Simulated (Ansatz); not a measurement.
ZrGe10, relaxed as a singlet with RKS r2SCAN-D4/def2-SVP in Ansatz, starting from the GFN2-xTB geometry. Force threshold 0.03 eV/Å.

In the def2 sets Zr takes a core potential; there is no spin–orbit coupling. The restricted singlet is unstable towards broken spin symmetry in Hartree–Fock (as tested in another run); at r2SCAN-D4/def2-SVP this wasn't settled. The relaxation made no stability test and no search for a lower SCF solution. No other spin state of charge 0 was run. Another isomer (singlet) lies 0.56 eV lower at PBE0-D4/def2-TZVP; other spin states weren't run for this one.

Start:

```xyz
11

Zr   -0.465   -0.254   -0.479
Ge   -0.724    1.972    1.258
Ge    2.127   -1.192    0.212
Ge    0.511   -0.228    2.075
Ge   -2.142   -0.289    1.587
Ge   -0.418    2.242   -1.402
Ge   -0.104   -2.540    0.840
Ge    1.607   -0.005   -2.137
Ge   -2.666    1.284   -0.446
Ge    1.617    1.406    0.154
Ge    0.655   -2.396   -1.661
```

```json
{"step": "1", "energy (eV)": "-566397.0682", "largest force component (eV/Å)": "2.753", "SCF passes": "27"}
{"step": "2", "energy (eV)": "-566397.7926", "largest force component (eV/Å)": "0.507", "SCF passes": "32"}
{"step": "3", "energy (eV)": "-566397.8055", "largest force component (eV/Å)": "0.499", "SCF passes": "32"}
{"step": "4", "energy (eV)": "-566397.9048", "largest force component (eV/Å)": "0.132", "SCF passes": "31"}
{"step": "5", "energy (eV)": "-566397.9236", "largest force component (eV/Å)": "0.110", "SCF passes": "33"}
{"step": "6", "energy (eV)": "-566397.9282", "largest force component (eV/Å)": "0.071", "SCF passes": "27"}
{"step": "7", "energy (eV)": "-566397.9368", "largest force component (eV/Å)": "0.151", "SCF passes": "33"}
{"step": "8", "energy (eV)": "-566397.9699", "largest force component (eV/Å)": "0.166", "SCF passes": "32"}
{"step": "9", "energy (eV)": "-566398.0488", "largest force component (eV/Å)": "0.331", "SCF passes": "32"}
{"step": "10", "energy (eV)": "-566398.1015", "largest force component (eV/Å)": "0.572", "SCF passes": "33"}
{"step": "11", "energy (eV)": "-566398.1801", "largest force component (eV/Å)": "0.373", "SCF passes": "33"}
{"step": "12", "energy (eV)": "-566398.2212", "largest force component (eV/Å)": "0.376", "SCF passes": "32"}
{"step": "13", "energy (eV)": "-566398.2728", "largest force component (eV/Å)": "0.347", "SCF passes": "32"}
{"step": "14 (rejected)", "energy (eV)": "-566398.2565", "largest force component (eV/Å)": "0.343", "SCF passes": "33"}
{"step": "15", "energy (eV)": "-566398.3364", "largest force component (eV/Å)": "0.118", "SCF passes": "30"}
{"step": "16", "energy (eV)": "-566398.3490", "largest force component (eV/Å)": "0.090", "SCF passes": "28"}
{"step": "17", "energy (eV)": "-566398.3509", "largest force component (eV/Å)": "0.018", "SCF passes": "28"}
```

Force components are those of the run's own axes.

End:

```xyz
11

Zr   -0.951   -0.773   -0.257
Ge   -0.789    2.051    1.204
Ge    2.178   -1.241    0.121
Ge    0.485   -0.269    2.142
Ge   -2.396    0.242    1.785
Ge   -0.255    2.170   -1.434
Ge    0.408   -2.869    0.755
Ge    1.554    0.167   -2.093
Ge   -2.504    1.353   -0.716
Ge    1.608    1.325    0.371
Ge    0.663   -2.156   -1.877
```

Bonds formed: Ge6–Ge8 (atoms count from 1).

No frequencies were taken in this run, so the end may be a saddle point.

Hardware: 2 threads of AMD EPYC 7R13 on a shared host and a share (18 GiB) of an NVIDIA H100 80GB HBM3. Wall time 88 s, peak host memory 1.1 GiB.
